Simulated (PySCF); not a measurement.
**Static response to an electric field**

Species: C5H11O2PS.
Geometry (PBE0-D3(BJ)/def2-SVP, Å), atoms numbered from 1 in this order:
```
atom  x, y, z in Å
C1    -3.757    0.168   -0.758
O2    -2.598    0.534   -0.023
C3    -1.618   -0.376    0.017
O4    -1.675   -1.444   -0.534
P5    -0.228    0.181    1.121
C6    -0.014    1.923    0.551
C7     1.121   -0.684    0.188
S8     2.684   -0.433    1.065
C9     3.822   -1.113   -0.158
H10   -4.212   -0.742   -0.341
H11   -4.452    1.011   -0.676
H12   -3.508   -0.020   -1.813
H13    0.055    2.010   -0.543
H14   -0.863    2.521    0.910
H15    0.911    2.311    1.002
H16    1.195   -0.300   -0.843
H17    0.848   -1.751    0.144
H18    4.835   -1.006    0.255
H19    3.625   -2.180   -0.340
H20    3.768   -0.560   -1.109
```

Level: B3LYP/def2-SVPD (PySCF), static field, nuclei fixed, core orbitals frozen in the response. The polarisability tensor in these axes (au):

```
x   151.88  -8.43   7.93
y    -8.43 108.91   6.07
z     7.93   6.07  98.87
```

**Question.** Give the principal values, the mean and the anisotropy Δα = √{½[(α1 − α2)² + (α2 − α3)² + (α1 − α3)²]}.

**Answer.** Principal values 93.98, 111.38 and 154.30 au; mean 119.89 au = 17.77 Å³ = 19.77 × 10⁻⁴⁰ C²·m²/J; Δα = 53.77 au (45 % of the mean).

**Question.** What is the dipole moment, and where does it point?

**Answer.** (-0.40, 1.50, -1.96) D, 2.50 D in size, pointing from the negative to the positive side. Measured along this direction, the outermost atoms are H19, H18 and S8 at the negative end and H12 at the positive end.

**Question.** Refractivity n − 1 of an ideal gas of it at 500 K and 1 atm, from the electronic α?

**Answer.** N = p/kT = 1.4678 × 10¹⁹ cm⁻³, so n − 1 = 2π × N × 17.77 × 10⁻²⁴ cm³ = 1638 × 10⁻⁶ at long wavelengths.

**Question.** What depolarisation ratio follows for Rayleigh scattering of linearly polarised light, taking the static tensor?

**Answer.** ρ = 3Δα²/(45ᾱ² + 4Δα²) = 8674.5/(646760 + 11566.0) = 0.0132.

**Question.** Traceless (Buckingham) quadrupole moment about the centre of nuclear charge: eigenvalues?

**Answer.** -10.72, -5.86, 16.58 D·Å. The values depend on the origin, since the dipole doesn't vanish. The electronic extent ⟨r²⟩ about the same centre is 2363 bohr², a root-mean-square distance of 2.74 Å for the 88 electrons.

**Question.** Find the Langevin capture rate constant for O2+ (31.990 u) meeting this molecule (166.022 u), k = 2.342 × 10⁻⁹ cm³/s × √(α in Å³ / reduced mass in u).

**Answer.** The reduced mass is 26.82 u, so k = 1.91 × 10⁻⁹ cm³/s. The formula leaves out the permanent dipole, which adds to the capture rate.

The structure is a single PBE0-D3(BJ)/def2-SVP conformer in the gas phase; no vibrational or solvent corrections.

These values come from a run that also computed excited states and ΔSCF ions. Hardware: one thread, Arm Neoverse V1 (aarch64), no GPU, shared host with 32 logical CPUs at a one-minute load of 23. Cost: 4.9 min wall, 1.2 GiB resident at most.
